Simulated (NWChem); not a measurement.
System: MgSiH$_{3}$OBr; SMILES [SiH3][O][Mg][Br]

NWChem input:

```
start job
memory heap 200 mb stack 900 mb global 1100 mb
geometry units angstroms noautoz
  Mg     0.147475    -0.081159    -0.000787
  Br     0.415360    -2.406419     0.000892
  O     -0.057315     1.698193    -0.002071
  Si    -0.254514     3.321911    -0.003230
  H     -1.031815     3.778652    -1.193592
  H      1.058379     4.032660    -0.028798
  H     -0.988314     3.785589     1.211753
end
basis spherical
  Mg library 6-31g*
  Br library 6-31g*
  O library 6-31g*
  Si library 6-31g*
  H library 6-31g*
end
dft
  xc n12
  iterations 150
  mulliken
end
task dft energy
```

Parts of the log:

```
             Northwest Computational Chemistry Package (NWChem) 7.3.0
             --------------------------------------------------------

 C1  symmetry detected

                             Geometry "geometry" -> ""
                             -------------------------

 Output coordinates in angstroms (scale by  1.889725989 to convert to a.u.)

  No.       Tag          Charge          X              Y              Z
 ---- ---------------- ---------- -------------- -------------- --------------
    1 Mg                  12.0000     0.00257086     0.10688973    -0.00038564
    2 Br                  35.0000    -0.00068011    -2.23374875     0.00010045
    3 O                    8.0000     0.00525806     1.89798625    -0.00078615
    4 Si                  14.0000    -0.00243037     3.53361717     0.00035443
    5 H                    1.0000    -0.88718396     4.07817902    -1.07222860
    6 H                    1.0000     1.36552055     4.08750767    -0.22640861
    7 H                    1.0000    -0.49342217     4.07831232     1.30107641

 Effective nuclear repulsion energy (a.u.)     299.8868152309

                                 NWChem DFT Module
                                 -----------------

 Summary of "ao basis" -> "ao basis" (spherical)
 ------------------------------------------------------------------------------
       Tag                 Description            Shells   Functions and Types
 ---------------- ------------------------------  ------  ---------------------
 Mg                          6-31g*                  8       18   4s3p1d
 Br                          6-31g*                 12       32   5s4p3d
 O                           6-31g*                  6       14   3s2p1d
 Si                          6-31g*                  8       18   4s3p1d
 H                           6-31g*                  2        2   2s

            General Information
            -------------------
          SCF calculation type: DFT
          Wavefunction type:  closed shell.
          No. of atoms     :     7
          No. of electrons :    72
           Alpha electrons :    36
            Beta electrons :    36
          Charge           :     0
          Spin multiplicity:     1
          Use of symmetry is: off; symmetry adaption is: off
          Maximum number of iterations: 150
          AO basis - number of functions:    88
                     number of shells:    40
          Convergence on energy requested:  1.00D-06
          Convergence on density requested:  1.00D-05
          Convergence on gradient requested:  5.00D-04

              XC Information
              --------------
                          N12 Method XC Functional
                           N12 Exchange Functional  1.000
                         N12 Correlation Potential  1.000

             Grid Information
             ----------------
          Grid used for XC integration:  medium
          Radial quadrature: Mura-Knowles
          Angular quadrature: Lebedev.
          Tag              B.-S. Rad. Rad. Pts. Rad. Cut. Ang. Pts.
          ---              ---------- --------- --------- ---------
          Mg                  1.50       88          12.0       590
          Br                  1.15      112          15.0       590
          O                   0.60       49          11.0       434
          Si                  1.10       88          14.0       590
          H                   0.35       45          15.0       434
          Grid pruning is: on
          Number of quadrature shells:   472
          Spatial weights used:  Erf1

      Superposition of Atomic Density Guess
      -------------------------------------

 Sum of atomic energies:       -3136.74885519

      Non-variational initial energy
      ------------------------------

 Total energy =   -3137.409813
 1-e energy   =   -4963.467691
 2-e energy   =    1526.171063
 HOMO         =      -0.392839
 LUMO         =      -0.095524

     ---------------------------------------------
      Total Density - Mulliken Population Analysis
     ---------------------------------------------

    Atom       Charge   Shell Charges
 -----------   ------   -------------------------------------------------------
    1 Mg  12    10.70   2.00  2.00  5.97  0.32  0.18  0.11  0.03  0.09
    2 Br  35    35.47   2.00  2.00  6.00  2.00  5.99  1.56  3.98  0.36  1.57  6.97  2.93  0.11
    3 O    8     9.31   2.00  0.93  3.27  0.95  2.16  0.00
    4 Si  14    13.26   2.00  2.00  5.97  0.92  1.52  0.28  0.39  0.18
    5 H    1     1.08   0.48  0.61
    6 H    1     1.08   0.48  0.61
    7 H    1     1.08   0.48  0.61

   convergence    iter        energy       DeltaE   RMS-Dens  Diis-err
 ---------------- ----- ----------------- --------- --------- ---------
 d= 0,ls=0.0,diis     1  -3141.8349602078 -3.44D+03  2.15D-02  9.93D-01
 d= 0,ls=0.0,diis     2  -3141.3757351015  4.59D-01  1.52D-02  5.03D+00
 d= 0,ls=0.0,diis     3  -3141.9151485586 -5.39D-01  4.00D-03  1.45D-01
 d= 0,ls=0.0,diis     4  -3141.9291760410 -1.40D-02  1.90D-03  1.38D-02
 d= 0,ls=0.0,diis     5  -3141.9312786527 -2.10D-03  6.21D-04  2.35D-03
  Resetting Diis
 d= 0,ls=0.0,diis     6  -3141.9316066587 -3.28D-04  9.35D-05  7.06D-05
 d= 0,ls=0.0,diis     7  -3141.9316134439 -6.79D-06  4.43D-05  3.16D-06
 d= 0,ls=0.0,diis     8  -3141.9316122984  1.15D-06  2.50D-05  1.50D-05
 d= 0,ls=0.0,diis     9  -3141.9316138383 -1.54D-06  6.35D-06  3.08D-07
 d= 0,ls=0.0,diis    10  -3141.9316138771 -3.88D-08  1.18D-06  2.07D-08

         Total DFT energy =    -3141.931613877134
      One electron energy =    -4971.558740684935
           Coulomb energy =     1669.984192146290
    Exchange-Corr. energy =     -140.243880569409
 Nuclear repulsion energy =      299.886815230920

 Numeric. integr. density =       72.000015016273

                       DFT Final Molecular Orbital Analysis
                       ------------------------------------

 Vector   34  Occ=2.000000D+00  E=-2.507830D-01
              MO Center= -7.2D-03, -2.0D+00,  4.5D-03, r^2= 2.4D+00
   Bfn.  Coefficient  Atom+Function         Bfn.  Coefficient  Atom+Function
  ----- ------------  ---------------      ----- ------------  ---------------
    31      0.750648  2 Br pz                27     -0.336631  2 Br pz
    35      0.308842  2 Br pz                23      0.100736  2 Br pz
     9      0.095609  1 Mg pz                55      0.072518  3 O  pz
    59      0.063935  3 O  pz                15     -0.049264  1 Mg d -1
    88     -0.044088  7 H  s                  5     -0.042370  1 Mg pz

 Vector   35  Occ=2.000000D+00  E=-2.385982D-01
              MO Center=  9.0D-02,  2.5D+00, -1.9D-01, r^2= 3.2D+00
   Bfn.  Coefficient  Atom+Function         Bfn.  Coefficient  Atom+Function
  ----- ------------  ---------------      ----- ------------  ---------------
    53      0.469247  3 O  px                57      0.336529  3 O  px
    86     -0.255538  6 H  s                 84      0.245687  5 H  s
    85     -0.173060  6 H  s                 83      0.166353  5 H  s
    71     -0.160927  4 Si px                55      0.157781  3 O  pz
    29     -0.135959  2 Br px                59      0.113162  3 O  pz

 Vector   36  Occ=2.000000D+00  E=-2.385903D-01
              MO Center= -8.8D-02,  2.5D+00,  1.9D-01, r^2= 3.2D+00
   Bfn.  Coefficient  Atom+Function         Bfn.  Coefficient  Atom+Function
  ----- ------------  ---------------      ----- ------------  ---------------
    55      0.469204  3 O  pz                59      0.336519  3 O  pz
    88     -0.289501  7 H  s                 87     -0.196038  7 H  s
    73     -0.160966  4 Si pz                53     -0.157779  3 O  px
    84      0.153433  5 H  s                 31     -0.135828  2 Br pz
    86      0.135896  6 H  s                 57     -0.113155  3 O  px

 Vector   37  Occ=0.000000D+00  E=-8.005380D-02
              MO Center=  2.2D-03,  2.7D-02, -3.4D-04, r^2= 5.4D+00
   Bfn.  Coefficient  Atom+Function         Bfn.  Coefficient  Atom+Function
  ----- ------------  ---------------      ----- ------------  ---------------
    10      0.906094  1 Mg s                  6      0.313711  1 Mg s
    30     -0.297169  2 Br py                56     -0.272876  3 O  s
    34     -0.257661  2 Br py                32     -0.256177  2 Br s
     2     -0.201185  1 Mg s                 28      0.183046  2 Br s
    72     -0.137560  4 Si py                26      0.127663  2 Br py

 Vector   38  Occ=0.000000D+00  E=-2.036212D-02
              MO Center= -1.8D-03,  3.4D-02,  1.4D-04, r^2= 6.4D+00
   Bfn.  Coefficient  Atom+Function         Bfn.  Coefficient  Atom+Function
  ----- ------------  ---------------      ----- ------------  ---------------
    13      0.775730  1 Mg pz                 9      0.370694  1 Mg pz
    31     -0.225171  2 Br pz                35     -0.218861  2 Br pz
    55     -0.156129  3 O  pz                11      0.145557  1 Mg px
     5     -0.131546  1 Mg pz                59     -0.130076  3 O  pz
    77     -0.108991  4 Si pz                27      0.095251  2 Br pz

 Vector   39  Occ=0.000000D+00  E=-2.035562D-02
              MO Center=  6.8D-03,  3.3D-02, -9.0D-04, r^2= 6.4D+00
   Bfn.  Coefficient  Atom+Function         Bfn.  Coefficient  Atom+Function
  ----- ------------  ---------------      ----- ------------  ---------------
    11      0.775719  1 Mg px                 7      0.370643  1 Mg px
    29     -0.225171  2 Br px                33     -0.218857  2 Br px
    53     -0.156297  3 O  px                13     -0.145552  1 Mg pz
     3     -0.131530  1 Mg px                57     -0.130276  3 O  px
    75     -0.108204  4 Si px                25      0.095251  2 Br px

     ---------------------------------------------
      Total Density - Mulliken Population Analysis
     ---------------------------------------------

    Atom       Charge   Shell Charges
 -----------   ------   -------------------------------------------------------
    1 Mg  12    11.29   2.00  2.00  5.98  0.43  0.51  0.05  0.11  0.23
    2 Br  35    35.21   2.00  2.00  6.00  2.00  5.99  1.67  3.93  0.23  1.38  7.03  2.84  0.14
    3 O    8     8.72   2.00  0.89  3.00  0.95  1.88  0.01
    4 Si  14    13.55   2.00  2.00  5.98  0.97  1.84  0.21  0.31  0.24
    5 H    1     1.07   0.52  0.55
    6 H    1     1.07   0.52  0.55
    7 H    1     1.07   0.52  0.55

     -------------------------------------------
      Total Density - Lowdin Population Analysis
     -------------------------------------------

    Atom       Charge   Shell Charges
 -----------   ------   -------------------------------------------------------
    1 Mg  12    11.74   2.00  1.96  5.91  0.33  0.64  0.15  0.27  0.48
    2 Br  35    35.07   2.00  2.00  6.00  2.00  5.91  1.26  3.53  0.51  1.86  6.78  3.01  0.22
    3 O    8     8.39   1.99  0.83  2.84  0.65  2.06  0.01
    4 Si  14    13.65   2.00  1.98  5.90  0.67  1.65  0.36  0.77  0.33
    5 H    1     1.05   0.51  0.54
    6 H    1     1.05   0.51  0.54
    7 H    1     1.05   0.51  0.54

     Multipole analysis of the density
     ---------------------------------

     L   x y z        total         alpha         beta         nuclear
     -   - - -        -----         -----         ----         -------
     0   0 0 0     -0.000000    -36.000000    -36.000000     72.000000

     1   1 0 0      0.000312      0.000156      0.000156     -0.000000
     1   0 1 0      0.101603      0.050802      0.050802      0.000000
     1   0 0 1     -0.000137     -0.000069     -0.000069     -0.000000

     2   2 0 0    -34.489310    -22.414854    -22.414854     10.340397
     2   1 1 0     -0.011607      0.052715      0.052715     -0.117037
     2   1 0 1     -0.000104     -0.000157     -0.000157      0.000211
     2   0 2 0    -45.362593   -787.559150   -787.559150   1529.755708
     2   0 1 1      0.001101     -0.008838     -0.008838      0.018777
     2   0 0 2    -34.489877    -22.411811    -22.411811     10.333745
```

Level: N12/6-31G* (spherical d). The geometry was optimised at B3LYP/6-31G* (spherical d).
